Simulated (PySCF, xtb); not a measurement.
phosphoric acid cation (H3O4P), SMILES O=P(O)(O)O (connectivity only; charge and spin as stated), charge +1, multiplicity 2.

The structure is a stationary point at PBE0-D3(BJ)/def2-SVP. The multiplicity is an assumed one; other spin states were not compared. One conformer was computed; it need not be the lowest.

Method: C-PCM-M06-2X/def2-SVP run with PySCF.

The values are the electrostatic part of the solvation free energy, E(continuum) − E(gas) at the gas-phase geometry, in a cavity of scaled van der Waals radii (PySCF's table); cavitation and dispersion terms are not included.

Task: Estimate the values in water (ε = 78.36), diethylether (ε = 4.24), dimethylsulfoxide (ε = 46.83). (Estimate from the structure and the level; the computed values follow.)

Result: 
```csv
solvent,ε,ΔG(elec) (kcal/mol)
water,78.36,-71.5
diethylether,4.24,-55.2
dimethylsulfoxide,46.83,-70.9
```

For comparison, GFN2-xTB/ALPB(water) (xtb, at the GFN2-xTB geometry, all terms of that model) gives -76.9 kcal/mol.
